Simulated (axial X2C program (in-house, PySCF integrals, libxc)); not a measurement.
Potential curves of CoN, with spin–orbit coupling

Calculated with an in-house relativistic program for diatomic molecules. Two-component (2c) means X2C with spin–orbit coupling and atomic mean-field two-electron Coulomb and Gaunt terms. Basis: Co dyall-cv3z [9s10p6d3f2g], N dyall-av3z [7s7p3d2f] (cores contracted in-house); Gaussian nuclei, density fitting, unrestricted open shells. Masses: Co 58.933 u, N 14.003 u.

State: Ω = 4 (⟨Sz⟩ = 2.00, ⟨Lz⟩ = 2.00 at PBE0). Energies in kJ/mol from the lowest point of each curve. Fits are polynomials in 1 − R0/R over 0.85 to 1.23 times the lowest point R0.

| R (Å) | PBE0 |
| --- | --- |
| 1.4050 | 77.64 |
| 1.4697 | 29.45 |
| 1.5181 | 10.54 |
| 1.5665 | 1.80 |
| 1.6150 | 0.00 |
| 1.6715 | 3.68 |
| 1.7281 | 11.54 |
| 1.8007 | 25.59 |
| 1.8895 | 46.44 |
| 2.0187 | 79.98 |

The state is one determinant whose occupation by symmetry is held fixed; it was picked as the lowest of a PBE0 search that is not exhaustive. Density functionals use the spin component along the axis (collinear). Other states lie close and PBE0, whose exact exchange favours high spin, may order them wrongly; the determinant shown need not be the ground state. The nearest other 2c determinant of the search, Ω = 3, lies 0.50 eV up at the distance of the search. The functionals have no current-density term, which raises determinants with orbital currents, atoms included. With several unpaired electrons one determinant need not be a pure state. Open-shell Ω = 0 determinants with evenly filled partner blocks cannot be reached by this program, so the Ω shown need not be the lowest component.

Problem. What are Re and ωe at the PBE0 level?

Solution. At PBE0, 2c: Re = 1.606 Å, ωe ≈ 724 cm⁻¹; Be follows as 0.577 cm⁻¹.
